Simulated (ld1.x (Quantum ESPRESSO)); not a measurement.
## cobalt (Co): one change to a PAW potential, before and after

ld1.x (Quantum ESPRESSO) 7.5 input, shortened:

```
&input
   title='Co', zed=27., rel=1, dft='BLYP', iswitch=3,
   config='[Ar] 3d7 4s2 4p0'
 /
 &inputp
   pseudotype=3, lpaw=.true., tm=.true., lloc=-1, rcloc=2.50,
   nlcc=.true., new_core_ps=.true., rcore=0.95,
   which_augfun='PSQ', rmatch_augfun_nc=.true.
 /
6
4S  1  0   2.00   0.00  2.10  2.85  0.0
4S  1  0   0.00   0.30  2.10  2.85  0.0
4P  2  1   0.00   0.00  2.65  3.05  0.0
4P  2  1   0.00   2.25  2.65  3.05  0.0
3D  3  2   7.00   0.00  1.40  1.60  0.0
3D  3  2   0.00  -0.05  1.40  1.60  0.0
 &test
   configts(1)='3d7 4s2 4p0'
 /
```

Change: functional PW91.

Cutoffs: the cutoffs (Ry, on a coarse ladder) from which the occupation-weighted sum of valence levels, in a spherical-Bessel basis at the reference potential, stays within 10 and 1 mRy of its value at 400 Ry; they do not see the model core or the augmentation charge, which bear on the density cutoff. Errors are all-electron minus pseudo energies relative to the spin-unpolarised reference configuration.

How do hardness, ghosts and transferability respond?

The potential gets neither clearly harder nor softer (40 Ry and 70 Ry → 40 Ry and 70 Ry); of the 7 tests that both files solve, the error grows in 3 and shrinks in 0 by more than 15 % and 0.3 meV (median size 9.9 → 13.1 meV); neither file shows a bound ghost.

| quantity | base | changed |
| --- | --- | --- |
| cutoff, loose | 40 Ry | 40 Ry |
| cutoff, tight | 70 Ry | 70 Ry |
| bound ghosts | none | none |
| error for 3d7 4s1 4p0, meV [ΔE 9.04 → 9.10 eV] | -2.2 | -2.6 |
| error for 3d7 4s0 4p0, meV [ΔE 26.02 → 25.94 eV] | -9.9 | -13 |
| error for 3d6 4s0 4p0, meV [ΔE 61.89 → 61.91 eV] | -269 | -271 |
| error for 3d7 4s1 4p1, meV [ΔE 4.37 → 4.38 eV] | -0.9 | -1.0 |
| error for 3d5 4s0 4p0, meV [ΔE 117.22 → 117.39 eV] | -1584 | -1611 |
| error for 3d7 4s0 4p2, meV [ΔE 9.07 → 9.03 eV] | -2.5 | -3.3 |
| error for 3d6 4s2 4p1, meV [ΔE 9.63 → 9.70 eV] | -117 | -124 |
| s: phases at 3.31 bohr within 0.05 rad from the reference energy up to (Ry; the scan ends near 5) | 1.9 | 1.8 |
| p: phases at 3.31 bohr within 0.05 rad from the reference energy up to (Ry; the scan ends near 5) | to the end of the scan | to the end of the scan |
| d: phases at 3.31 bohr within 0.05 rad from the reference energy up to (Ry; the scan ends near 5) | 3.9 | 3.8 |
| lowest overlap eigenvalue by channel | s 0.39, p 0.62, d 1.00 | s 0.39, p 0.63, d 1.00 |
